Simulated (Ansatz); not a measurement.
Mulliken charges of BClFH$_{4}$NSi (`NB(F)[SiH2]Cl`) from B3LYP/def2-TZVPP in Ansatz (PBE0-D4/def2-TZVP geometry).

| atom | x (Å) | y (Å) | z (Å) | charge (e) |
| --- | --- | --- | --- | --- |
| N1 | 1.214 | 0.781 | -0.751 | -0.239 |
| B2 | 0.775 | -0.369 | -0.114 | 0.312 |
| F3 | 1.617 | -1.404 | 0.029 | -0.263 |
| Si4 | -1.117 | -0.508 | 0.601 | 0.262 |
| Cl5 | -2.086 | 1.278 | 0.172 | -0.282 |
| H6 | 0.615 | 1.579 | -0.879 | 0.169 |
| H7 | 2.147 | 0.886 | -1.118 | 0.165 |
| H8 | -1.904 | -1.597 | -0.033 | -0.062 |
| H9 | -1.172 | -0.692 | 2.074 | -0.062 |

Question: By hand: the dipole of these point charges (1 e Å = 4.8032 D).

Answer: Σ q r = (0.471, 0.129, -0.214) e Å, of length 0.533 e Å = 2.56 D.

Question: How does the dipole of the full density compare? (Estimate.)

Answer: Ansatz gave: (0.267, 0.197, -0.174) e Å, 1.80 D; the point charges give 1.42 times that, at 19° from its direction.

Point charges leave out the atoms' own dipoles, such as those of lone pairs, and Mulliken's split depends on the basis, so the two needn't agree.

B3LYP here is the variant with VWN-RPA as its local correlation; programs differ in this.
